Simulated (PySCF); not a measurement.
Species: C8H11 (doublet state).
Numbering: `[CH3:1][C:2]1=[CH:3][C@@H:4]2[CH2:5][CH:6][C@H:7]1[CH2:8]2` (hydrogens: H9, H10, H11 on C1; H12 on C3; H13 on C4; H14, H15 on C5; H16 on C6; H17 on C7; H18, H19 on C8)

The geometry is computed with GFN2-xTB (gas phase). This method treats the open shell by occupation alone, without spin polarisation.

(1) List the bond lengths, angles and torsions at this level.

Answers

(1) 
| bond | length (Å) |
| --- | --- |
| C1–C2 | 1.485 |
| C2=C3 | 1.332 |
| C3–C4 | 1.509 |
| C4–C5 | 1.550 |
| C5–C6 | 1.487 |
| C6–C7 | 1.489 |
| C7–C8 | 1.536 |
| C2–C7 | 1.529 |
| C4–C8 | 1.534 |
| C1–H9, C1–H10, C1–H11 | 1.089 |
| C3–H12 | 1.074 |
| C4–H13 | 1.087 |
| C5–H14 | 1.094 |
| C5–H15 | 1.096 |
| C6–H16 | 1.073 |
| C7–H17 | 1.087 |
| C8–H18 | 1.089 |
| C8–H19 | 1.089 |

Bonds in one row agree within 0.01 Å and their mean is given. A selection of angles:
| angle | degrees |
| --- | --- |
| C2–C1–H9 | 110.4 |
| C2–C1–H10 | 110.7 |
| H9–C1–H10 | 109.0 |
| H9–C1–H11 | 107.7 |
| C1–C2–C3 | 130.5 |
| C1–C2–C7 | 122.5 |
| C3–C2–C7 | 106.9 |
| C2–C3–C4 | 107.7 |
| C2–C3–H12 | 127.9 |
| C4–C3–H12 | 124.2 |
| C3–C4–C5 | 105.5 |
| C3–C4–C8 | 100.1 |
| C3–C4–H13 | 116.3 |
| C5–C4–C8 | 100.5 |
| C5–C4–H13 | 114.8 |
| C8–C4–H13 | 117.3 |
| C4–C5–C6 | 101.1 |
| C4–C5–H14 | 112.7 |
| C4–C5–H15 | 110.4 |
| C6–C5–H14 | 113.4 |
| C6–C5–H15 | 112.0 |
| H14–C5–H15 | 107.2 |
| C5–C6–C7 | 107.4 |
| C5–C6–H16 | 124.3 |
| C7–C6–H16 | 124.2 |
| C6–C7–C8 | 101.0 |
| C6–C7–H17 | 116.9 |
| C8–C7–H17 | 118.5 |
| C2–C7–C6 | 101.8 |
| C2–C7–C8 | 100.1 |
| C2–C7–H17 | 115.7 |
| C7–C8–H18 | 113.2 |
| C7–C8–H19 | 112.8 |
| C4–C8–C7 | 93.5 |
| C4–C8–H18 | 113.7 |
| C4–C8–H19 | 112.8 |
| H18–C8–H19 | 110.0 |

Dihedral angles: C1–C2–C3–C4 -174° (antiperiplanar); C2–C3–C4–C5 69° (synclinal); C3–C4–C5–C6 -65° (synclinal); C4–C5–C6–C7 -4° (synperiplanar); C5–C6–C7–C8 -32° (synclinal); C6–C7–C8–C4 54° (synclinal); C1–C2–C7–C6 105° (anticlinal); C3–C4–C8–C7 51° (synclinal).

C3 (carbon bonded to 2 C and H) is planar (angles 127.9°, 124.2° and 107.7°, sum 359.8°, 0.03 Å off the plane of its three neighbours). The 5-membered ring C2–C3–C4–C8–C7 has internal angles of 93.5° to 107.7°; it is puckered, 0.25 Å rms from its mean plane, widest ring torsion 51°. The 9 C–C bonds span 1.332 Å (C2=C3, drawn double) to 1.550 Å (C4–C5, drawn single), a spread of 0.218 Å. C6 (carbon bonded to 2 C and H) has angles 124.3°, 124.2° and 107.4°, sum 355.9°, 0.15 Å off the plane of its three neighbours. The 5-membered ring C4–C5–C6–C7–C8 has internal angles of 93.5° to 107.4° (sum 504°, against 540° for a flat polygon); it is puckered, 0.26 Å rms from its mean plane, widest ring torsion 57°. C2 (carbon bonded to 3 C) is planar (angles 130.5°, 122.5° and 106.9°, sum 359.9°, 0.03 Å off the plane of its three neighbours).

Point group: C1 (no symmetry element, even within 0.4 Å). Stationary, but not proved a minimum.
